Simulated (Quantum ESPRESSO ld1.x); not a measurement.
ld1.x (Quantum ESPRESSO 7.5) input

```
 &input
    atom='Cd',
    iswitch=1,
    rel=2,
    dft='PZ',
    config='[He] 2s2',
    rel_dist='energy',
    verbosity='high',
    lsmall=.true.,
    prefix='ld1',
    max_out_wfc=37,
    file_charge='ld1.rho',
 /
```

Command: `OMP_NUM_THREADS=1 ld1.x < ld1.in > ld1.out`

Output (excerpt):

```
     Program LD1 v.7.5 starts

     --------------------------- All-electron run ----------------------------

     dirac relativistic calculation

     atomic number is 48.00
     dft =PZ   lsd =0 sic =0 latt =0  beta=0.20 tr2=1.0E-14
     Exchange-correlation= PZ
                           (   1   1   0   0   0   0   0)
     mesh =2061 r(mesh) = 100.36354 a.u. xmin = -8.00 dx = 0.00800
     1 Ry =  13.60569312 eV, c = 137.03599908

     n l j   nl                  e(Ry)          e(Ha)          e(eV)
     Spin orbit split results
     1 0 0.5 1S 1( 2.00)   -2250.439556616   -1125.219778308 -30618.7899992
     2 0 0.5 2S 1( 2.00)    -539.236921212    -269.618460606  -7336.6920706
     Averaged results
     1 0     1S 1( 2.00)   -2250.439556616   -1125.219778308 -30618.7899992
     2 0     2S 1( 2.00)    -539.236921212    -269.618460606  -7336.6920706

     final scf error:  1.4E-15 reached in  12 iterations

     Etot =   -5792.052284 Ry,   -2896.026142 Ha,  -78804.885929 eV

     Ekin =    6196.617383 Ry,    3098.308691 Ha,   84309.274514 eV
     Encl =  -12152.684899 Ry,   -6076.342450 Ha, -165345.701361 eV
     Eh   =     236.635381 Ry,     118.317691 Ha,    3219.588377 eV
     Exc  =     -72.620149 Ry,     -36.310074 Ha,    -988.047459 eV
```

Run on one thread of a shared host, so times are rough (Intel(R) Xeon(R) Processor @ 2.60GHz): 0.31 s of CPU time, 0.66 s wall, 12 iterations on 2061 mesh points.
